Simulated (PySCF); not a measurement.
Computed IR spectrum (relative IR intensity) of a molecule C3H5BO3. The structure is a stationary point at B3LYP-D3(BJ)/def2-SVP. The values are those of a single conformer. All values below come from PySCF 2.14.0 with B3LYP-D3(BJ)/def2-SVP. Harmonic, unscaled wavenumbers; measured fundamentals usually lie a few per cent lower.

ν (cm⁻¹): 102 (w), 230 (w), 289 (m), 365 (vw), 476 (vw), 484 (w), 887 (vw), 937 (m), 948 (w), 1069 (m), 1121 (s), 1178 (w), 1197 (w), 1271 (w), 1341 (m), 1391 (m), 1438 (w), 1444 (vw), 1894 (vs), 2847 (m), 3037 (vw), 3050 (w), 3103 (vw), 3805 (w) (against the strongest line: vs over 80 %, s over 45 %, m over 15 %, w over 4 %, vw less)

**Question.** Identify the compound among the candidates.
(A) CB1OCOC1=O
(B) C=CC1OB(O)O1
(C) O=C1OCB1CO
(D) CC=C1OB(O)O1

**Answer.** C, O=C1OCB1CO
